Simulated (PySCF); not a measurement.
# Magnetic susceptibility: `CC1=C[P@](=S)(C2CC2)C=C1[SiH3]`, C₈H₁₃PSSi

Molfile (atoms numbered from 1):
```
C8H13PSSi
     RDKit          3D

 24 25  0  0  0  0  0  0  0  0999 V2000
   -2.1304    1.7213   -0.5666 C   0  0  0  0  0  0  0  0  0  0  0  0
   -1.1235    0.7765   -0.0094 C   0  0  0  0  0  0  0  0  0  0  0  0
    0.0416    1.1400    0.5522 C   0  0  0  0  0  0  0  0  0  0  0  0
    0.8960   -0.3113    1.1997 P   0  0  2  0  0  5  0  0  0  0  0  0
    1.1113   -0.4012    3.1289 S   0  0  0  0  0  0  0  0  0  0  0  0
    2.4328   -0.5707    0.2463 C   0  0  0  0  0  0  0  0  0  0  0  0
    3.2109    0.6306   -0.2098 C   0  0  0  0  0  0  0  0  0  0  0  0
    2.4810   -0.2051   -1.2069 C   0  0  0  0  0  0  0  0  0  0  0  0
   -0.3692   -1.3970    0.4931 C   0  0  0  0  0  0  0  0  0  0  0  0
   -1.3610   -0.6742   -0.0549 C   0  0  0  0  0  0  0  0  0  0  0  0
   -2.9077   -1.4443   -0.8113 Si  0  0  0  0  0  4  0  0  0  0  0  0
   -3.0893    1.5801   -0.0696 H   0  0  0  0  0  0  0  0  0  0  0  0
   -2.2763    1.5292   -1.6294 H   0  0  0  0  0  0  0  0  0  0  0  0
   -1.8123    2.7527   -0.4334 H   0  0  0  0  0  0  0  0  0  0  0  0
    0.3664    2.1538    0.7175 H   0  0  0  0  0  0  0  0  0  0  0  0
    2.9864   -1.4373    0.5943 H   0  0  0  0  0  0  0  0  0  0  0  0
    4.2889    0.5769   -0.1730 H   0  0  0  0  0  0  0  0  0  0  0  0
    2.8171    1.6094    0.0226 H   0  0  0  0  0  0  0  0  0  0  0  0
    1.5847    0.2003   -1.6547 H   0  0  0  0  0  0  0  0  0  0  0  0
    3.0498   -0.8416   -1.8678 H   0  0  0  0  0  0  0  0  0  0  0  0
   -0.3550   -2.4691    0.5921 H   0  0  0  0  0  0  0  0  0  0  0  0
   -4.0938   -0.9427   -0.1153 H   0  0  0  0  0  0  0  0  0  0  0  0
   -2.9622   -1.0620   -2.2263 H   0  0  0  0  0  0  0  0  0  0  0  0
   -2.7979   -2.8946   -0.6775 H   0  0  0  0  0  0  0  0  0  0  0  0
  1  2  1  0
  2  3  2  0
  3  4  1  0
  4  5  2  0
  4  6  1  6
  6  7  1  0
  7  8  1  0
  4  9  1  0
  9 10  2  0
 10 11  1  0
 10  2  1  0
  8  6  1  0
  1 12  1  0
  1 13  1  0
  1 14  1  0
  3 15  1  0
  6 16  1  0
  7 17  1  0
  7 18  1  0
  8 19  1  0
  8 20  1  0
  9 21  1  0
 11 22  1  0
 11 23  1  0
 11 24  1  0
M  END
```

Computed, not measured: GIAO PBE0/pcSseg-1 magnetisability, rotational g tensor and spin-rotation constants, non-relativistic, gas phase in PySCF. Geometry: GFN2-xTB.

**Question.** How diamagnetic is it, and how anisotropic?

**Answer.** Isotropic -2187 × 10⁻³⁰ J/T², or -131.7 × 10⁻⁶ cm³/mol; principal values -2453, -2140, -1968 × 10⁻³⁰ J/T², anisotropy 427 × 10⁻³⁰ J/T² (root of half the summed squared differences of the principal values). The susceptibility is in cgs units.

**Question.** Split it along the inertial axes a, b, c into diamagnetic and paramagnetic parts about the centre of mass, with the quadrupole moment.

**Answer.** 
| axis | χ (10⁻⁶ cm³/mol) | diamagnetic (10⁻⁶ cm³/mol) | paramagnetic (10⁻⁶ cm³/mol) | summed x² of all electrons (Å²) | quadrupole Θ (D Å) |
| --- | --- | --- | --- | --- | --- |
| a | -128.2 | -1337.9 | 1209.7 | 485.5 | +3.01 |
| b | -141.9 | -2594.2 | 2452.3 | 189.4 | -11.33 |
| c | -125.0 | -2863.0 | 2738.0 | 126.0 | +8.32 |

Anisotropies 2χaa − χbb − χcc = +10.6 and 2χbb − χaa − χcc = -30.7 × 10⁻⁶ cm³/mol. Θ is traceless in Buckingham's convention.

**Question.** And the rotational g tensor?

**Answer.** 
| axis | rotational constant (GHz) | g | nuclear part | electronic part |
| --- | --- | --- | --- | --- |
| a | 1.0410 | -0.0160 | 0.5756 | -0.5916 |
| b | 0.4961 | -0.0024 | 0.5691 | -0.5716 |
| c | 0.4404 | -0.0081 | 0.5584 | -0.5664 |

Asymmetric top; isotopes 12C, 1H, 31P, 32S, 28Si; no vibrational averaging.
